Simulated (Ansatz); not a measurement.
Zn₄Se₄⁻, that is (ZnSe)4 cube with one electron more. The state is a doublet with charge -1. Geometry PBE-D4/def2-SVP, that of the neutral singlet; atoms count from 1.

```xyz
8

Zn   -0.649    0.995   -1.191
Se   -2.033   -1.047   -0.928
Zn   -1.130   -0.215    1.227
Se   -0.576    2.190    0.981
Zn    1.386    0.713    0.632
Se    1.658    0.315   -1.801
Zn    0.393   -1.493   -0.668
Se    0.952   -1.459    1.748
```

Estimate the Mulliken populations from the PBE0/def2-SVP orbitals of Ansatz.


```json
{"atom": "Zn1", "charge (e)": "0.22", "spin (α − β)": "0.32", "d electrons": "9.95"}
{"atom": "Se2", "charge (e)": "-0.47", "spin (α − β)": "-0.07", "d electrons": "–"}
{"atom": "Zn3", "charge (e)": "0.22", "spin (α − β)": "0.32", "d electrons": "9.95"}
{"atom": "Se4", "charge (e)": "-0.47", "spin (α − β)": "-0.07", "d electrons": "–"}
{"atom": "Zn5", "charge (e)": "0.22", "spin (α − β)": "0.32", "d electrons": "9.95"}
{"atom": "Se6", "charge (e)": "-0.47", "spin (α − β)": "-0.07", "d electrons": "–"}
{"atom": "Zn7", "charge (e)": "0.22", "spin (α − β)": "0.32", "d electrons": "9.95"}
{"atom": "Se8", "charge (e)": "-0.47", "spin (α − β)": "-0.07", "d electrons": "–"}
```
Mulliken values and Mayer orders depend strongly on the basis.

Where does the spin sit?

Summed by element: Zn 1.30, Se -0.30, of 1 unpaired in all. Largest on single atoms: Zn1 0.32, Zn3 0.32, Zn5 0.32.

And the Mayer bond orders between bonded heavy atoms (over 0.3)?

Zn1–Se2 0.64 (2.48 Å); Zn1–Se4 0.64 (2.48 Å); Zn1–Se6 0.64 (2.48 Å); Se2–Zn3 0.64 (2.48 Å); Se2–Zn7 0.64 (2.48 Å); Zn3–Se4 0.64 (2.48 Å); Zn3–Se8 0.64 (2.48 Å); Se4–Zn5 0.64 (2.48 Å); Zn5–Se6 0.64 (2.48 Å); Zn5–Se8 0.64 (2.48 Å); Se6–Zn7 0.64 (2.48 Å); Zn7–Se8 0.64 (2.48 Å).
